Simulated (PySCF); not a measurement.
Isomers of C5H5NO2. Method: TDDFT PBE0/def2-SVPD, vertical, gas phase, core orbitals frozen in the response in PySCF 2.14.0, density-fitted response routines. Geometries: GFN2-xTB; one conformer of each isolated species. Triplets are in the Tamm–Dancoff approximation.

A. `O(C(=O)/C=C/C#N)C`
B. `C=COC(=O)CC#N`
C. `C=C(CC#N)C(=O)O`
D. `C=C(C#N)C(=O)OC`

Lowest singlet levels (six at most, fewer where fewer were computed) with oscillator strengths:

1. 218 nm (f 0.006); 206 nm (f 0.270); 172 nm (f 0.046); 169 nm (f 0.001); 164 nm (f 0.191); 162 nm (f 0.010); T1 4.18 eV
2. 266 nm (f 0.000); 217 nm (f 0.120); 204 nm (f 0.151); 204 nm (f 0.001); 183 nm (f 0.002); 175 nm (f 0.002); T1 3.38 eV
3. 284 nm (f 0.000); 223 nm (f 0.475); 219 nm (f 0.000); 214 nm (f 0.099); 188 nm (f 0.003); 182 nm (f 0.003); T1 3.23 eV
4. 252 nm (f 0.000); 201 nm (f 0.172); 187 nm (f 0.004); 182 nm (f 0.097); 177 nm (f 0.054); 165 nm (f 0.006); T1 3.77 eV

Problem. Which spectrum belongs to which structure?

Solution. 1 = B, 2 = D, 3 = A, 4 = C.
- A: S1 at 4.37 eV, HOMO-1→LUMO (97%); Löwdin shares by element: HOMO carbon 62% or more, nitrogen 21% (atoms not listed hold the other 17%); LUMO carbon 58% or more, nitrogen 12% (atoms not listed hold the other 30%); HOMO -8.75 and LUMO -2.82 eV; point group Cs, 2 of its 6 listed states under f = 0.0005.
- B: S1 at 5.68 eV, HOMO-1→LUMO (90%); Löwdin shares by element: HOMO carbon 66% or more, oxygen 23%; LUMO carbon 49% or more, oxygen 21% or more (atoms not listed hold the other 29%); HOMO -7.98 and LUMO -1.24 eV.
- C: S1 at 4.92 eV, HOMO-1→LUMO (81%), HOMO→LUMO (15%); Löwdin shares by element: HOMO carbon 62% or more, oxygen 13% or more (atoms not listed hold the other 25%); LUMO carbon 66% or more, oxygen 16% or more (atoms not listed hold the other 18%); HOMO -8.69 and LUMO -2.03 eV.
- D: S1 at 4.66 eV, HOMO-1→LUMO (96%); Löwdin shares by element: HOMO carbon 62% or more, nitrogen 23%; LUMO carbon 64% or more, nitrogen 7% (atoms not listed hold the other 29%); HOMO -8.68 and LUMO -2.51 eV; point group Cs, 1 of its 6 listed states under f = 0.0005.
